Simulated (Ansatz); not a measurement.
Wavefunction ladder for CH$_{6}$OSSi$_{2}$ (`O=C[SiH]([SiH3])S`)

Cartesian coordinates in Å:
```
O -2.5076 -0.6461 -0.4289
C -1.7780 0.0939 0.1803
Si -0.0329 0.5913 -0.4865
Si 1.6160 -0.2501 0.9496
S 0.0512 -0.2634 -2.4312
H -2.1085 0.4984 1.1646
H 0.0170 2.0805 -0.4968
H 2.9587 0.0593 0.3923
H 1.4940 0.3733 2.2960
H 1.4559 -1.7219 1.0715
H -1.1657 -0.8151 -2.2109
```

Charge 0, multiplicity 1. The geometry is a stationary point of PBE0-D4/def2-TZVP. It is one conformer, not always the lowest. Frozen core, restricted reference, the Gaussian-basis code of Ansatz. CBS rows extrapolate triple and quadruple zeta; past MP2 they add the triple-zeta difference.

| basis | HF (Eh) | MP2 corr. | CCSD corr. | (T) | CCSD(T) total |
| --- | --- | --- | --- | --- | --- |
| def2-SVP | ? | -0.63876 | -0.70187 | -0.02256 | ? |
| def2-TZVPP | -1091.70371 | -0.81101 | ? | -0.03850 | ? |
| def2-QZVPP | -1091.73784 | -0.87439 | – | – | – |
| CBS(def2) | -1091.74254 | ? | ? | as TZ | ? |

Problem. Fill in the withheld values. (Estimate.)

Solution. Computed: def2-SVP HF (Eh): -1091.22069; def2-SVP CCSD(T) total: -1091.94512; def2-TZVPP CCSD corr.: -0.87026; def2-TZVPP CCSD(T) total: -1092.61247; CBS(def2) MP2 corr.: -0.92134; CBS(def2) CCSD corr.: -0.98059; CBS(def2) CCSD(T) total: -1092.76163.
